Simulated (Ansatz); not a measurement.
`[SiH3][GeH2][B](Cl)Cl` and `COB(Cl)Cl` differ in one atom or group.

Ansatz, PBE0-D4/def2-TZVP geometries, multiplicity 1. Each molecule was computed in one conformer, which needn't be the lowest.

Scalar relativity is left out up to krypton.

```csv
property,`[SiH3][GeH2][B](Cl)Cl`
HOMO–LUMO gap (ωB97M-V/def2-TZVPP) / eV,9.86
HOMO–LUMO gap (PBE/def2-TZVPP) / eV,3.85
HOMO energy (ωB97M-V/def2-TZVPP) / eV,-9.97
size of the dipole moment (B3LYP/def2-TZVPP) / D,0.52
size of the dipole moment (ωB97M-V/def2-TZVPP) / D,0.51
LUMO energy (ωB97M-V/def2-TZVPP) / eV,-0.11
```

Q: What does the change do to each property? (Best estimate.)

A: Ansatz gave: 
| property | `COB(Cl)Cl` | shift |
| --- | --- | --- |
| HOMO–LUMO gap (ωB97M-V/def2-TZVPP) / eV | 13.05 | 3.19 |
| HOMO–LUMO gap (PBE/def2-TZVPP) / eV | 6.25 | 2.40 |
| HOMO energy (ωB97M-V/def2-TZVPP) / eV | -11.16 | -1.19 |
| size of the dipole moment (B3LYP/def2-TZVPP) / D | 2.42 | 1.90 |
| size of the dipole moment (ωB97M-V/def2-TZVPP) / D | 2.42 | 1.91 |
| LUMO energy (ωB97M-V/def2-TZVPP) / eV | 1.89 | 2.00 |

With PBE0 the HOMO falls by 0.94 eV and the LUMO rises by 1.90 eV, so the gap widens by about 2.84 eV. PBE moves the HOMO by -0.62 eV and ωB97M-V by -1.19 eV. Dipoles are sizes alone; their direction can turn.

B3LYP here is the variant with VWN-RPA as its local correlation; programs differ in this.
